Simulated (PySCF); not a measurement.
Ligands exchanged one at a time, Sn NH2-OCH3. Gas-phase values, no solvent. One relaxed conformer stands for each flexible species; it need not be the lowest. Strings in code marks are SMILES.

The T1 excitation (TDA) from two functionals at the same geometries (PBE0-D4/def2-SVP), both in PySCF: PBE-D3(BJ)/def2-TZVP and PBE0-D4/def2-TZVP. Excitations are Tamm–Dancoff values on a coarser integration grid. The basis has no diffuse functions, so Rydberg states are missing or too high.

| species | PBE-D3(BJ)/def2-TZVP (eV) | PBE0-D4/def2-TZVP (eV) |
|---|---|---|
| 0 of 4 NH2 replaced by OCH3 (`[NH2][Sn]([NH2])([NH2])[NH2]`) | 4.22 | 4.95 |
| 1 of 4 NH2 replaced by OCH3 (`[NH2][Sn]([NH2])([O]C)[NH2]`) | 4.05 | 4.89 |
| 2 of 4 NH2 replaced by OCH3 (`C[O][Sn]([NH2])([NH2])[O]C`) | 3.92 | 4.71 |
| 3 of 4 NH2 replaced by OCH3 | 3.72 | 4.57 |

Over these rows, drawn at random from the members with no instability flagged (it was tested for open shells, ions and some series alone), PBE minus PBE0-D4: mean -0.80 eV, from -0.85 eV to -0.74 eV.
